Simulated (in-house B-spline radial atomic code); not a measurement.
Radial electron density of Pm IV (Pm3+), [Xe] 4f4. Level of theory: scalar-relativistic (X2C) B97-1, spin-polarised, spherical fractional occupations, Fermi nucleus of rms radius 4.962 fm; calculated with a radial B-spline atomic code at the basis-set limit.

Caution: exact exchange at fractional occupations of open shells leaves self-interaction of up to several eV.

One-electron X2C: radii and densities carry no picture-change correction, so inner-shell <1/r> comes out high (for 1s by about 2 % at Z = 33, 5 % at 54, 10 % at 75, 30 % at 118) and <r> low.

Columns: r (bohr), 4πr²n(r) (electrons per bohr), bar.

```
0.000611     2.48 #
0.000752    3.396 #
0.000926    4.637 ##
 0.00114    6.302 ###
  0.0014    8.489 ###
 0.00173    11.46 #####
 0.00213    15.27 ######
 0.00262    20.11 ########
 0.00322    26.12 ###########
 0.00396    33.44 ##############
 0.00488    42.08 #################
   0.006    51.58 #####################
 0.00739    61.51 #########################
  0.0091    70.75 #############################
  0.0112    77.97 ################################
  0.0138    81.83 ##################################
   0.017    81.48 ##################################
  0.0209    77.54 ################################
  0.0257    72.54 ##############################
  0.0316    70.62 #############################
  0.0389    75.64 ###############################
  0.0479    87.86 ####################################
   0.059    101.4 ##########################################
  0.0726    106.7 ############################################
  0.0894    98.76 #########################################
    0.11    84.56 ###################################
   0.135    78.98 #################################
   0.167    87.17 ####################################
   0.205    93.08 ######################################
   0.252    79.16 #################################
   0.311    51.58 #####################
   0.382    36.44 ###############
   0.471    39.62 ################
   0.579     42.5 ##################
   0.713    33.25 ##############
   0.878    20.13 ########
    1.08    12.74 #####
    1.33    9.839 ####
    1.64    7.014 ###
    2.01    3.754 ##
    2.48    1.336 #
    3.05   0.3127 
    3.76   0.0429 
    4.62 0.003315 
    5.69 0.0001252
```

On this grid the curve has 4 maxima, near 0.0138, 0.0726, 0.205, 0.579 bohr.

The 5p down radial function P(r) = rR(r), positive near the nucleus:

```
r (bohr)          P
0.000926  0.0009461
  0.0014   0.001814
 0.00213   0.003568
 0.00322   0.007005
 0.00488     0.0138
 0.00739    0.02683
  0.0112    0.05072
   0.017    0.09105
  0.0257     0.1481
  0.0389     0.2051
   0.059     0.2058
  0.0894    0.06717
   0.135    -0.1937
   0.205       -0.3
   0.311    0.06091
   0.471     0.4653
   0.713    0.09559
    1.08    -0.6984
    1.64    -0.8768
    2.48    -0.4284
    3.76   -0.08016
    5.69  -0.004008
```
